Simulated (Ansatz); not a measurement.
Species: C₄H, net charge 0, doublet state. It need not be the lowest isomer of its formula. 
Coordinates optimised at B3LYP-D3(BJ)/def2-TZVP (Ansatz, a quantum-chemistry and plane-wave program):
SMILES: [C]#CC#C
```xyz
5

C     -2.0184    -0.1492     0.2730
C     -0.7720     0.0314     0.0542
C      0.5521     0.0411    -0.0748
C      1.7675     0.0629    -0.2006
H      2.8251     0.0827    -0.3105
```
Charge 0, spin multiplicity 2.

Parts of the frozen-core correlation energy in cc-pVTZ (Ansatz, hartree). Frozen orbitals: 4; correlated occupied orbitals by spin: 9 and 8; virtual: 121 and 122. UHF or UKS for open shells. No spin-orbit coupling. Non-relativistic.

```
term                            value
-------------------------  ----------
reference (HF)             -151.88186
MP2 opposite-spin          (withheld)
MP2 same-spin              (withheld)
CCSD correlation             -0.55821
(T)                        (withheld)
T1 diagnostic                   0.060
largest doubles amplitude       0.097
<S^2> of the reference          1.257
```

**Question.** Some entries are withheld; supply them.

**Answer.** 
- MP2 opposite-spin, value: -0.37756
- MP2 same-spin, value: -0.12858
- (T), value: -0.03398
